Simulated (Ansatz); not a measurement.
CH3Cl3Si, charge +1, doublet, geometry from GFN2-xTB (a state made from the parent by changing its charge; the spin is typed, not shown lowest); B3LYP/STO-3G (Ansatz, a program for electronic structure).

Ansatz was given this input:
Ansatz 0.2 input:
```yaml
crystal:
  periodic: [false, false, false]
  atoms:
    - {symbol: C, position_ang: [-2.00424668, -0.41392756, 0.05397322]}
    - {symbol: Si, position_ang: [-0.02869839, -0.00592694, 0.00077283]}
    - {symbol: Cl, position_ang: [0.61613008, -1.24640386, -1.42202929]}
    - {symbol: Cl, position_ang: [-0.01476030, 1.93265254, -0.46898025]}
    - {symbol: Cl, position_ang: [0.54014561, -0.45049691, 1.86026918]}
    - {symbol: H, position_ang: [-2.11676567, -1.46265474, 0.30566865]}
    - {symbol: H, position_ang: [-2.45099666, 0.22153514, 0.81057179]}
    - {symbol: H, position_ang: [-2.41074186, -0.20011778, -0.92831332]}
basis:
  gaussian:
    orbitals: STO-3G
hamiltonian:
  xc: b3lyp
total_charge: 1
magnetization: {spin_polarized: true, initial_magnetization: 1}
```

Problem. Predict the main parts of the log of this Ansatz run.

Solution. 
```
Functional definition: B3LYP
500 factors; integrals over basis functions are off by at most 2.0e-5 eV
mean field evaluation 1: about -46007.0387 eV, gradient 2.4e1 eV
mean field evaluation 2: about -46004.7806 eV, gradient 3.2e1 eV
mean field evaluation 4: about -46012.3332 eV, gradient 1.4e0 eV
mean field evaluation 8: about -46012.3240 eV, gradient 8.2e-3 eV
mean field evaluation 16: about -46012.2269 eV, gradient 1.2e0 eV
mean field -46012.32404831 eV, -1690.9217205021 hartree, gradient 1.7e-5 eV, S^2 0.753761; 4 other end points of the search recorded, 0 dependent functions left out
reference -46012.32425959 eV, -1690.9217282663 hartree; 37, 36 occupied and 7, 8 virtual orbitals, 500 factors
Total energy: -46012.32425959 eV, -1690.9217282663 hartree
```
